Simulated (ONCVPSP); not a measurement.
# Transferability test, ONCV potential for titanium

ONCVPSP 4.0.1 input, shortened (lines: element, Z, core and valence counts, functional; n l f; lmax; l rc ep ncon nbas qcut; lloc lpopt rc5 dvloc0; l nproj debl; icmod fcfact rcfact), PBE, scalar-relativistic:

```
  Ti 22.00    3    4        4      upf
    1    0    2.00
    2    0    2.00
    2    1    6.00
    3    0    2.00
    3    1    6.00
    3    2    2.00
    4    0    2.00
    3
    0    1.65    0.00    5   10    5.50
    1    1.40    0.00    5    8    9.60
    2    1.25    0.00    4    7    7.80
    3    1.35    0.05    4    9    8.80
    4    4    1.15    4.00
    0    2    2.90
    1    2    3.10
    2    2    2.90
    3    1    2.20
    1    0.60    0.00
```

Energies are relative to the spin-unpolarised reference configuration 3s2 3p6 3d2 4s2; without spin polarisation the order of configurations can differ from experiment.

```json
{"valence configuration": "3s2 3p6 3d2 4s1", "charge": "+1", "ΔE all-electron (eV)": "7.347", "error AE − PS (meV)": "-0.6"}
{"valence configuration": "3s2 3p6 3d1 4s0", "charge": "+3", "ΔE all-electron (eV)": "47.867", "error AE − PS (meV)": "+13"}
{"valence configuration": "3s2 3p6 3d2 4s0 4p2", "charge": "0", "ΔE all-electron (eV)": "6.288", "error AE − PS (meV)": "-1.5"}
```

**Question.** What are ΔE and the potential's error for 3s2 3p6 3d2 4s0?

**Answer.** ΔE = 20.919 eV all-electron; the error (AE − PS) is -2.8 meV.

Levels in the configuration 3s2 3p6 3d1 4s0:

```
level  all-electron (eV)  pseudo (eV)
   3s            -95.044      -95.106
   3p            -70.922      -70.903
   3d            -34.691      -34.635
```
